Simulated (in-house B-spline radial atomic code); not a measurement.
## LDA VWN5 excitations of the lead ion Pb²⁺

Method: LDA VWN5. Computed with an all-electron radial atomic-structure program (B-spline basis): linear response of the closed shell [Xe] 4f14 5d10 6s2 with the functional's adiabatic kernel; scalar-relativistic (spin-free one-electron X2C), finite nucleus, no spin-orbit coupling, no double excitations, S, P, D and F terms only; shells from n = 4 respond. Only terms of natural parity with L up to 3 were computed.

Spin-orbit coupling is strong here, so these LS terms don't match observed levels.

Command:
```bash
python run_td.py task.json out
```
Settings (radii: box in bohr, nucleus in fm):
```
Z                        82
electrons                80
configuration            [Xe] 4f14 5d10 6s2
hamiltonian              x2c
method                   lda,vwn
box_radius               3
wall_radius              3
rms_radius               5.5012
intervals                63
```

Run time, properties included: 1 s on 1 thread of Intel(R) Xeon(R) 6975P-C (Granite Rapids), with other jobs on the host.

Confined states, up to the first strongly mixed one, which can leave gaps near the end. Labels give the largest channel, * marks a mixed state, and oscillator strengths are full-response dipole values. Semilocal kernels can invert the small singlet-triplet splittings of Rydberg terms. Energies in eV:

| state | full response | Tamm-Dancoff | oscillator strength |
| --- | --- | --- | --- |
| 6s → 6p 3P | 16.909 | 16.961 | - |
| 6s → 6p 1P | 20.250 | 20.792 | 1.06 |
| 5d → 6p 3P | 32.39 | 32.42 | - |
| 5d → 6p 3F | 32.51 | 32.54 | - |
| 5d → 6p 1F | ? | ? | - |
| 6s → 5f 3F | 35.32 | 35.34 | - |
| 5d → 6p 1P | 35.15 | 35.41 | 1.41 |
| 6s → 5f 1F | 36.63 | 36.66 | - |
| 6s → 6d 3D | 47.38 | 47.40 | - |
| 6s → 6d 1D | 48.80 | 48.84 | - |
| 5d → 5f 3P | 49.84 | 49.88 | - |
| 5d → 5f 3F | 50.64 | 50.65 | - |
| 5d → 5f 1F | ? | ? | - |
| 5d → 6d 3S | 61.64 | 61.68 | - |
| 5d → 6d 3D | 62.92 | 62.93 | - |
| 5d → 6d 1D | 64.11 | 64.15 | - |

(1) Where does 5d → 5f 1F lie?

(2) Where does 5d → 6p 1F lie?

(3) How large is the singlet-triplet splitting of 6s → 6p (P terms) in Tamm-Dancoff?

(4) What polarisabilities and dispersion coefficient does the method give?

Results:

(1) At 52.42 eV in full response, 52.48 eV in Tamm-Dancoff.

(2) At 33.41 eV in full response, 33.42 eV in Tamm-Dancoff.

(3) 3.83 eV, from the unrounded values.

(4) Dipole 5.448 bohr³, quadrupole 8.022 bohr⁵, C6 33.3 hartree·bohr⁶ for two such species.
